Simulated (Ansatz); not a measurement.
`CNC1C[SiH2]1`. Charge 0, multiplicity 1.

```xyz
14

C    -0.222   -0.498   -1.948
N    -0.637   -0.678   -0.572
C    -0.302    0.427    0.274
C     1.153    0.440    0.786
Si   -0.111    0.151    2.102
H    -0.530   -1.361   -2.543
H     0.868   -0.434   -1.994
H    -0.628    0.413   -2.417
H    -1.626   -0.877   -0.520
H    -0.649    1.417   -0.048
H     1.689    1.381    0.729
H     1.742   -0.418    0.474
H    -0.291   -1.211    2.642
H    -0.455    1.247    3.034
```

(1) Give the diagnostics of a CCSD(T)/def2-TZVPP run (frozen core, Ansatz 0.2.0). (Estimate.)

Answers

(1) The calculation gave: T1 = 0.0107, largest single amplitude 0.021, largest double 0.029, (T) share of the correlation energy 4.0 %, 9 CCSD cycles. The RHF solution is stable towards an unrestricted one. T1 lies under the customary mark of 0.02 for closed shells.
